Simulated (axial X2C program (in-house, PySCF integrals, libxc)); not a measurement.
Levels of CsBe by electron attachment to CsBe⁺ (EOM-EA-CCSD)

Computed with an axial X2C code built on PySCF integrals: two-component X2C with atomic mean-field Coulomb and Gaunt terms, Gaussian nuclei, basis Cs dyall-acv3z, Be dyall-acv3z with contracted cores.

R = 4.066 Å (1.090 times 3.730 Å, the PBE0 minimum at charge 0 for the lowest determinant).

Levels of CsBe obtained by attaching an electron to CsBe⁺:

```tsv
Ω	binding energy (eV)	above lowest (cm⁻¹)	attached spinor	one-particle weight
1/2	3.680	0	63% Cs sσ, 30% Be pσ	0.97
1/2	2.904	6259	62% Be pπ, 22% Cs pπ, 14% Cs dπ	0.95
3/2	2.890	6372	63% Be pπ, 20% Cs pπ, 15% Cs dπ	0.95
1/2	2.664	8195	52% Be pσ, 17% Cs sσ, 15% Cs pσ	0.94
1/2	2.186	12049	61% Cs pπ, 26% Cs dπ, 7% Be pπ	0.98
3/2	2.159	12270	66% Cs pπ, 27% Cs dπ, 7% Be pπ	0.99
1/2	2.119	12590	52% Cs pσ, 36% Cs dσ	0.99
```

Problem. Take the first Ω = 1/2 and Ω = 3/2 rows of π character: how far apart are they, and which lies lower?

Solution. E(3/2) − E(1/2) = 6372 − 6259 = 113 cm⁻¹ at EOM-EA-CCSD: regular, Ω = 1/2 lower. Splittings at this level can be off by ten to twenty per cent.

This point took 10 s on 1 thread of Arm Neoverse V1, with other jobs on the host.

Reference electrons by ω block (each with its −ω partner): 1/2: 19, 3/2: 8, 5/2: 2. 10 electrons of CsBe⁺ correlated (inner shells frozen), 92 natural virtual spinors (a truncated set); levels can be off by some tenths of an eV. Roots sought by Ω: (1/2: 5, 3/2: 4, 5/2: 2, 7/2: 1); rows need 60 % one-particle weight and stop where some Ω has no more roots. Missing are any skipped roots, higher Ω and states of a further excitation; these come out far too high here and may in truth be low or lowest. T1 of the reference 0.008 (Lee–Taylor). The reference was not checked to be the lowest state of its species. Number of frozen shells: Cs 4 s, 3 p, 2 d; Be 1 s.
